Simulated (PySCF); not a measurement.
I2Zn, triplet, at the geometry of the source list (a higher spin typed on purpose: for a closed-shell molecule this is an excited state) (all electrons, no relativity); PBE/3-21G run with PySCF.

The PySCF input:
```python
from pyscf import gto, scf, dft

mol = gto.Mole()
mol.atom = '''
    Zn    0.00000000   -0.00000000    0.00000000
    I    -0.22030000    1.90030000   -1.52150000
    I     0.22030000   -1.90030000    1.52150000
'''
mol.basis = '3-21g'
mol.spin = 2
mol.verbose = 4
mol.build()

mf = dft.UKS(mol)
mf.xc = 'pbe'
mf.diis_space = 4
mf.kernel()
mf.analyze()
```

It wrote (shortened):

```
PySCF version 2.14.0

[INPUT] verbose = 4
[INPUT] num. atoms = 3
[INPUT] num. electrons = 136
[INPUT] charge = 0
[INPUT] spin (= nelec alpha-beta = 2S) = 2
[INPUT] symmetry False subgroup None
[INPUT] Mole.unit = angstrom
[INPUT] Symbol           X                Y                Z      unit          X                Y                Z       unit  Magmom
[...]
nuclear repulsion = 992.515828172425
number of shells = 37
number of NR pGTOs = 216
number of NR cGTOs = 89
basis = 3-21g
ecp = {}

******** <class 'pyscf.dft.uks.UKS'> ********
method = UKS
initial guess = minao
damping factor = 0
level_shift factor = 0
DIIS = <class 'pyscf.scf.diis.CDIIS'>
diis_start_cycle = 1
diis_space = 4
diis_damp = 0
SCF conv_tol = 1e-09
SCF conv_tol_grad = None
SCF max_cycles = 50
direct_scf = True
direct_scf_tol = 1e-13
number electrons alpha = 69  beta = 67
XC library pyscf.dft.libxc version 7.1.2
    S. Lehtola, C. Steigemann, M. J. T. Oliveira, and M. A. L. Marques,  SoftwareX 7, 1–5 (2018)
XC functionals = pbe
    J. P. Perdew, K. Burke, and M. Ernzerhof,  Phys. Rev. Lett. 77, 3865 (1996)
    J. P. Perdew, K. Burke, and M. Ernzerhof,  Phys. Rev. Lett. 78, 1396 (1997)
    J. P. Perdew, K. Burke, and M. Ernzerhof,  Phys. Rev. Lett. 77, 3865 (1996)
    J. P. Perdew, K. Burke, and M. Ernzerhof,  Phys. Rev. Lett. 78, 1396 (1997)
radial grids:
    Treutler-Ahlrichs [JCP 102, 346 (1995); DOI:10.1063/1.469408] (M4) radial grids

becke partition: Becke, JCP 88, 2547 (1988); DOI:10.1063/1.454033
pruning grids: <function nwchem_prune>
grids dens level: 3
symmetrized grids: False
atomic radii adjust function: <function treutler_atomic_radii_adjust>
small_rho_cutoff = 0
Set gradient conv threshold to 3.16228e-05
tot grids = 64560
init E= -15513.1292750782

cycle= 1 E= -15548.9499247639  delta_E= -35.8  |g|= 0.206  |ddm|= 2.24

cycle= 2 E= -15548.8611751647  delta_E= 0.0887  |g|= 0.48  |ddm|= 1.68

cycle= 3 E= -15548.9729002664  delta_E= -0.112  |g|= 0.121  |ddm|= 0.586

cycle= 4 E= -15548.9807804493  delta_E= -0.00788  |g|= 0.0892  |ddm|= 1.37

cycle= 5 E= -15548.9837906651  delta_E= -0.00301  |g|= 0.0177  |ddm|= 0.0876

cycle= 6 E= -15548.9838427661  delta_E= -5.21e-05  |g|= 0.0203  |ddm|= 1.36

cycle= 7 E= -15548.9839317336  delta_E= -8.9e-05  |g|= 0.0154  |ddm|= 0.0237

cycle= 8 E= -15548.9838855465  delta_E= 4.62e-05  |g|= 0.0182  |ddm|= 1.36

cycle= 9 E= -15548.9839723362  delta_E= -8.68e-05  |g|= 0.0128  |ddm|= 1.36

cycle= 10 E= -15548.9840098639  delta_E= -3.75e-05  |g|= 0.0128  |ddm|= 1.35

cycle= 11 E= -15548.9840052207  delta_E= 4.64e-06  |g|= 0.0114  |ddm|= 1.35

cycle= 12 E= -15548.9840114894  delta_E= -6.27e-06  |g|= 0.011  |ddm|= 0.0729

cycle= 13 E= -15548.9839897057  delta_E= 2.18e-05  |g|= 0.0124  |ddm|= 0.263

cycle= 14 E= -15548.9840170533  delta_E= -2.73e-05  |g|= 0.0109  |ddm|= 1.21

cycle= 15 E= -15548.9840040551  delta_E= 1.3e-05  |g|= 0.0114  |ddm|= 0.56

cycle= 16 E= -15548.9839406521  delta_E= 6.34e-05  |g|= 0.013  |ddm|= 0.783

cycle= 17 E= -15548.9839428749  delta_E= -2.22e-06  |g|= 0.0138  |ddm|= 1.23

cycle= 18 E= -15548.9827007386  delta_E= 0.00124  |g|= 0.0316  |ddm|= 0.474

cycle= 19 E= -15548.9839863429  delta_E= -0.00129  |g|= 0.0124  |ddm|= 1.02

cycle= 20 E= -15548.9833976291  delta_E= 0.000589  |g|= 0.0254  |ddm|= 0.927

cycle= 21 E= -15548.9824537908  delta_E= 0.000944  |g|= 0.0357  |ddm|= 0.828

cycle= 22 E= -15548.9837256125  delta_E= -0.00127  |g|= 0.0213  |ddm|= 0.678

cycle= 23 E= -15548.9828633056  delta_E= 0.000862  |g|= 0.0309  |ddm|= 0.223

cycle= 24 E= -15548.9831764968  delta_E= -0.000313  |g|= 0.0289  |ddm|= 1.28

cycle= 25 E= -15548.9824573053  delta_E= 0.000719  |g|= 0.0359  |ddm|= 0.759

cycle= 26 E= -15548.9837867141  delta_E= -0.00133  |g|= 0.0171  |ddm|= 0.389

cycle= 27 E= -15548.9829426539  delta_E= 0.000844  |g|= 0.0355  |ddm|= 1.34

cycle= 28 E= -15548.9805723016  delta_E= 0.00237  |g|= 0.0517  |ddm|= 0.298

cycle= 29 E= -15548.9839169606  delta_E= -0.00334  |g|= 0.0156  |ddm|= 0.818

[...]
SCF not converged.
Total Energy =                      -15548.983867947616091
[...]
[...]
To work with the spin densities directly, `use mulliken_meta_spin()` only printing them here.

 ** Mulliken spin pop alpha/beta on meta-lowdin orthogonal AOs **
 ** Mulliken Spin Density (per AO)  **
spin_pop of  0 Zn 1s        0.00000
spin_pop of  0 Zn 2s        0.00001
spin_pop of  0 Zn 3s        0.00008
spin_pop of  0 Zn 4s        0.53197
spin_pop of  0 Zn 5s        0.01901
spin_pop of  0 Zn 2px      -0.00000
spin_pop of  0 Zn 2py      -0.00000
spin_pop of  0 Zn 2pz      -0.00000
spin_pop of  0 Zn 3px      -0.00000
spin_pop of  0 Zn 3py      -0.00000
spin_pop of  0 Zn 3pz      -0.00000
spin_pop of  0 Zn 4px      -0.00026
spin_pop of  0 Zn 4py      -0.00026
spin_pop of  0 Zn 4pz       0.00033
spin_pop of  0 Zn 5px       0.00014
spin_pop of  0 Zn 5py      -0.00043
spin_pop of  0 Zn 5pz      -0.00022
spin_pop of  0 Zn 3dxy      0.00136
spin_pop of  0 Zn 3dyz      0.05534
spin_pop of  0 Zn 3dz^2     0.11005
spin_pop of  0 Zn 3dxz      0.00429
spin_pop of  0 Zn 3dx2-y2    0.05837
spin_pop of  0 Zn 4dxy      0.00001
spin_pop of  0 Zn 4dyz      0.00017
spin_pop of  0 Zn 4dz^2     0.00005
spin_pop of  0 Zn 4dxz      0.00002
spin_pop of  0 Zn 4dx2-y2    0.00009
spin_pop of  1 I 1s        0.00000
spin_pop of  1 I 2s        0.00000
spin_pop of  1 I 3s        0.00001
spin_pop of  1 I 4s        0.00009
spin_pop of  1 I 5s        0.01836
spin_pop of  1 I 6s        0.00016
spin_pop of  1 I 2px       0.00000
spin_pop of  1 I 2py       0.00000
spin_pop of  1 I 2pz       0.00000
spin_pop of  1 I 3px       0.00000
spin_pop of  1 I 3py       0.00002
spin_pop of  1 I 3pz       0.00002
spin_pop of  1 I 4px      -0.00000
spin_pop of  1 I 4py       0.00012
spin_pop of  1 I 4pz       0.00012
spin_pop of  1 I 5px       0.00875
spin_pop of  1 I 5py       0.26309
spin_pop of  1 I 5pz       0.30414
spin_pop of  1 I 6px      -0.00017
spin_pop of  1 I 6py       0.00128
spin_pop of  1 I 6pz       0.00077
spin_pop of  1 I 3dxy      0.00000
spin_pop of  1 I 3dyz      0.00000
spin_pop of  1 I 3dz^2     0.00000
spin_pop of  1 I 3dxz      0.00000
spin_pop of  1 I 3dx2-y2    0.00000
spin_pop of  1 I 4dxy     -0.00000
spin_pop of  1 I 4dyz     -0.00000
spin_pop of  1 I 4dz^2    -0.00000
spin_pop of  1 I 4dxz     -0.00000
spin_pop of  1 I 4dx2-y2   -0.00000
spin_pop of  2 I 1s        0.00000
spin_pop of  2 I 2s        0.00000
spin_pop of  2 I 3s        0.00001
spin_pop of  2 I 4s        0.00009
spin_pop of  2 I 5s        0.01836
spin_pop of  2 I 6s        0.00017
spin_pop of  2 I 2px       0.00000
spin_pop of  2 I 2py       0.00000
spin_pop of  2 I 2pz       0.00000
spin_pop of  2 I 3px       0.00000
spin_pop of  2 I 3py       0.00002
spin_pop of  2 I 3pz       0.00003
spin_pop of  2 I 4px      -0.00000
spin_pop of  2 I 4py       0.00012
spin_pop of  2 I 4pz       0.00012
spin_pop of  2 I 5px       0.00910
spin_pop of  2 I 5py       0.27371
spin_pop of  2 I 5pz       0.31949
spin_pop of  2 I 6px      -0.00017
spin_pop of  2 I 6py       0.00129
spin_pop of  2 I 6pz       0.00077
spin_pop of  2 I 3dxy      0.00000
spin_pop of  2 I 3dyz      0.00000
spin_pop of  2 I 3dz^2     0.00000
spin_pop of  2 I 3dxz      0.00000
spin_pop of  2 I 3dx2-y2    0.00000
spin_pop of  2 I 4dxy     -0.00000
spin_pop of  2 I 4dyz     -0.00000
spin_pop of  2 I 4dz^2    -0.00000
spin_pop of  2 I 4dxz     -0.00000
spin_pop of  2 I 4dx2-y2   -0.00000
 ** Mulliken Spin Density (per atom)  **
spin density of  0 Zn =      0.78012
spin density of  1 I =      0.59677
spin density of  2 I =      0.62311
 ** Mulliken pop alpha/beta on meta-lowdin orthogonal AOs **
 ** Mulliken pop       alpha | beta **
In total            69.00000 | 67.00000
 ** Mulliken atomic charges   ( Nelec_alpha | Nelec_beta ) **
charge of  0Zn =      0.60545  (    15.08733     14.30722 )
charge of  1I =     -0.31638  (    26.95657     26.35981 )
charge of  2I =     -0.28907  (    26.95609     26.33298 )
Dipole moment(X, Y, Z, Debye):  0.02941, -0.25368,  0.20311
```

Convergence was not reached.
